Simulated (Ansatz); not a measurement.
doublet BeB: levels of theory in one basis

| atom | x (Å) | y (Å) | z (Å) |
| --- | --- | --- | --- |
| Be | 0.0000 | 0.0000 | -1.0289 |
| B | 0.0000 | 0.0000 | 1.0289 |

Basis set: def2-SVP (spherical functions). Frozen core: 1 orbital. Correlation on ROHF uses semicanonical orbitals with singles. Charge 0, multiplicity 2.

Computed with Ansatz (development build ahead of 0.2.0); each method stands on the lowest determinant of its kind that the runs found.

```
      method  E − E(ROHF) (eV)  <S²> of the determinant
        ROHF              0.00                     0.75
         UHF             -0.75                     1.66
    ROHF-MP2             -1.67                        –
     UHF-MP2             -2.04                     1.66
UHF-CCSDT(Q)             -3.08                     1.66
```

Problem. What does UHF-CCSD(T) give on the same scale?

Solution. -2.93 eV.

Caution for ROHF, ROHF-MP2: an unrestricted determinant lies well below. Caution for UHF, UHF-MP2, UHF-CCSD(T), UHF-CCSDT(Q): the unrestricted determinant is a mixture of spin states. Caution for ROHF-MP2: a plain start can end on a higher determinant. Caution for UHF-CCSD(T): another reference gives a lower total.
